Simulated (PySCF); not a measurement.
(Z)-1-chloropent-1-ene (C₅H₉Cl), SMILES CCC/C=C\Cl. Atoms are numbered in the order given.

```xyz
15

C     -3.1651     0.1810     0.0523
C     -1.8952    -0.6199    -0.2346
C     -0.7211     0.2640    -0.6953
C      0.5160    -0.5186    -1.0136
C      1.6887    -0.4893    -0.3552
Cl     2.0088     0.5271     1.0264
H     -2.9928     0.9373     0.8462
H     -3.5126     0.7250    -0.8510
H     -3.9937    -0.4742     0.3883
H     -2.1013    -1.3912    -1.0095
H     -1.5833    -1.1796     0.6735
H     -0.4912     1.0178     0.0861
H     -1.0361     0.8301    -1.6016
H      0.4671    -1.2235    -1.8632
H      2.5538    -1.1069    -0.6385
```

Geometry: PBE-D3(BJ)/def2-SVP. Other conformers were not sampled.

Method: TDDFT-B3LYP/def2-SVPD (PySCF 2.14.0).

Vertical excitations. The molecule is in vacuum.

Computed UV-visible absorptions:
```json
[
 {"state": "S1", "energy (eV)": "6.25", "λ (nm)": "198", "f": "0.024", "main pairs": "HOMO→LUMO+1 75 %, HOMO→LUMO 12 %"},
 {"state": "S2", "energy (eV)": "6.49", "λ (nm)": "191", "f": "0.297", "main pairs": "HOMO→LUMO 76 %, HOMO→LUMO+2 12 %"},
 {"state": "S3", "energy (eV)": "6.63", "λ (nm)": "187", "f": "0.030", "main pairs": "HOMO→LUMO+2 80 %"},
 {"state": "S4", "energy (eV)": "6.95", "λ (nm)": "178", "f": "0.000", "main pairs": "HOMO−1→LUMO 98 %"},
 {"state": "S5", "energy (eV)": "7.04", "λ (nm)": "176", "f": "0.015", "main pairs": "HOMO→LUMO+3 80 %"},
 {"state": "S6", "energy (eV)": "7.37", "λ (nm)": "168", "f": "0.010", "main pairs": "HOMO→LUMO+4 77 %, HOMO→LUMO+5 17 %"},
 {"state": "S7", "energy (eV)": "7.53", "λ (nm)": "165", "f": "0.018", "main pairs": "HOMO→LUMO+5 82 %, HOMO→LUMO+4 16 %"},
 {"state": "S8", "energy (eV)": "7.79", "λ (nm)": "159", "f": "0.012", "main pairs": "HOMO−1→LUMO+1 71 %, HOMO−1→LUMO+2 17 %"},
 {"state": "S9", "energy (eV)": "7.84", "λ (nm)": "158", "f": "0.001", "main pairs": "HOMO−2→LUMO 79 %"},
 {"state": "S10", "energy (eV)": "7.85", "λ (nm)": "158", "f": "0.004", "main pairs": "HOMO→LUMO+6 84 %"},
 {"state": "T1", "energy (eV)": "4.09", "λ (nm)": "303", "f": "0", "main pairs": "HOMO→LUMO 93 %"},
 {"state": "T2", "energy (eV)": "5.86", "λ (nm)": "212", "f": "0", "main pairs": "HOMO→LUMO+1 62 %, HOMO→LUMO+2 20 %, HOMO→LUMO+3 11 %"},
 {"state": "T3", "energy (eV)": "6.49", "λ (nm)": "191", "f": "0", "main pairs": "HOMO→LUMO+2 75 %, HOMO→LUMO+1 19 %"},
 {"state": "T4", "energy (eV)": "6.80", "λ (nm)": "182", "f": "0", "main pairs": "HOMO−1→LUMO 96 %"}
]
```
Triplets are in the Tamm–Dancoff approximation, which puts them higher than full response would, so one can lie above its singlet here.
